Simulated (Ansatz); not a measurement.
# Correcting a cheap level on S-containing molecules

The vertical ionisation energy (cation less neutral) in eV of 8 S-containing molecules: x at PBE0-D4/def2-TZVPP, y at CCSD(T)/def2-TZVPP. Shapes, held fixed at every level: PBE0-D4/def2-TZVP. Flexible molecules stand in one conformer, not always the lowest. Programs: Ansatz 0.2.0.

| molecule | x (eV) | y (eV) |
| --- | --- | --- |
| P4S3 (tetraphosphorus trisulfide) | 9.05 | 9.04 |
| InH3(SH2) | 9.78 | 9.98 |
| H2S2 (SMILES SS) | 9.94 | 9.97 |
| GaH3(SH2) | 10.18 | 10.44 |
| H2S (hydrogen sulfide) | 10.34 | ? |
| BH3(SH2) | 10.83 | 11.09 |
| HBS (hydrogen boron sulfide) | 11.13 | 11.14 |
| SOF2 (thionyl fluoride) | 12.40 | 12.47 |

Q: Fit y = c + s·x to the known rows and predict y for H2S.

A: 
1. Means of the 7 rows: x = 10.4729, y = 10.590.
2. Σ(Δx)² = 7.1475, Σ(Δx·Δy) = 7.1654, so the slope is 7.1654/7.1475 = 1.0025.
3. Intercept: 10.590 − (1.0025) × 10.4729 = 0.091. The largest residual of the fit is 0.14.
4. H2S: 0.091 + 1.0025 × 10.34 = 10.46 eV.

CCSD(T)/def2-TZVPP gives 10.30 eV, so the prediction is off by +0.16 eV, about the largest residual. Uncorrected, PBE0-D4/def2-TZVPP misses H2S by +0.04 eV, and the other rows by 0.12 on average. The line makes this one worse. Left out in turn, the other rows are missed by 0.15 eV on average, worse than no correction. Cations run unrestricted. T1 is large for P4S3 (0.022), so single-reference values are less sure there. For atoms past krypton def2 sets carry core potentials with scalar relativity. Relativity is left out for Ga. Outer-core shells of Ga, In are correlated, in sets that cover them unevenly.
